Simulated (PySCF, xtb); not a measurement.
C3H9B, SMILES CB(C)C.

xtb with GFN2-xTB at its own geometry gives an orbital gap of 4.95 eV and a dipole moment of 0.05 D.

The structure is a stationary point at PBE0-D3(BJ)/def2-SVP. The isomer is the one that the SMILES or the coordinates give; other isomers of the formula were not compared.

Q: What does PBE/def2-TZVP run with PySCF give? (An estimate is asked for; the answer gives what the named calculation found.)

A: gap 5.96 eV (levels -7.10 and -1.15 eV), dipole 0.10 D.
